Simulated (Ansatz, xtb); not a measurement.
# Ranking isomers of F2H2PSi

5 gas-phase structures of F2H2PSi, found in a search over its isomers (lower ones may exist). Each was relaxed with GFN2-xTB; where two conformers were screened, the lower at r2SCAN-D4/def2-SVP is listed:

A. `F[SiH]PF`, a doublet
B. `F[SiH](F)[PH]`, a doublet
C. `F[Si](F)P`, a doublet
D. `FP(F)[SiH2]`, a doublet
E. `F[SiH2][P]F`, a doublet

Question: Estimate their order in r2SCAN-D4/def2-SVP energy at these geometries, lowest first.

Answer: Calculated order at r2SCAN-D4/def2-SVP: B (0.000), C (0.362), E (1.575), A (2.066), D (2.721) eV.

Energies above the lowest of each column, in eV; the last columns are at PBE0-D3(BJ)/def2-SVP geometries and were run for some of them only (a dash: not run or not comparable):

```tsv
structure	GFN2-xTB	HF/STO-3G	r2SCAN-D4/def2-SVP	PBE0-D3(BJ)/def2-SVP	CCSD(T)/def2-SVP + ΔMP2/def2-TZVPP
B	0.000	0.000	0.000	0.000	0.000
C	0.408	0.458	0.362	0.347	0.454
E	0.426	0.701	1.575	1.531	1.641
A	0.889	1.559	2.066	–	–
D	1.348	1.967	2.721	–	–
```

Every level run on B puts it lowest or level with the lowest. Flexible structures stand in one conformer each, not always the lowest. Frequencies (PBE0-D3(BJ)/def2-SVP) were run for B, C, E alone. Open shells are spin-unrestricted. ΔMP2 is the change of the MP2 energy from the smaller to the larger basis.

Over these structures GFN2-xTB departs from r2SCAN-D4/def2-SVP by 0.603 eV on average once a common shift is removed. A GFN2-xTB relaxation took about 0.18 s and the r2SCAN-D4/def2-SVP energy about 6.6 s on a shared host (Ansatz 0.2.0, xtb 6.7.1).
